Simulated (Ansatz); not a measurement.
Start from `[F][Mg][F]` and change one atom or group to get `[F][Mg][Br]`.

Ansatz, PBE0-D4/def2-TZVP geometries, multiplicity 1. 

Scalar relativity is left out up to krypton.

```json
{"property": "LUMO energy (B3LYP/def2-TZVPP) / eV", "`[F][Mg][F]`": "-2.17"}
{"property": "HOMO energy (B3LYP/def2-TZVPP) / eV", "`[F][Mg][F]`": "-10.03"}
{"property": "LUMO energy (ωB97M-V/def2-TZVPP) / eV", "`[F][Mg][F]`": "-0.52"}
{"property": "HOMO energy (PBE/def2-TZVPP) / eV", "`[F][Mg][F]`": "-8.34"}
{"property": "HOMO energy (ωB97M-V/def2-TZVPP) / eV", "`[F][Mg][F]`": "-12.88"}
{"property": "HOMO–LUMO gap (PBE0/def2-TZVPP) / eV", "`[F][Mg][F]`": "8.50"}
```

Problem. Give the same properties after the change, and the shifts. (Estimate.)

Solution. Computed: 
| property | `[F][Mg][Br]` | shift |
| --- | --- | --- |
| LUMO energy (B3LYP/def2-TZVPP) / eV | -2.16 | 0.01 |
| HOMO energy (B3LYP/def2-TZVPP) / eV | -8.27 | 1.76 |
| LUMO energy (ωB97M-V/def2-TZVPP) / eV | -0.47 | 0.05 |
| HOMO energy (PBE/def2-TZVPP) / eV | -7.28 | 1.06 |
| HOMO energy (ωB97M-V/def2-TZVPP) / eV | -10.75 | 2.13 |
| HOMO–LUMO gap (PBE0/def2-TZVPP) / eV | 6.71 | -1.79 |

B3LYP here is the variant with VWN-RPA as its local correlation; programs differ in this.

Spin–orbit coupling is left out; it splits and shifts lone-pair levels of the heavy atoms by tenths of an eV.
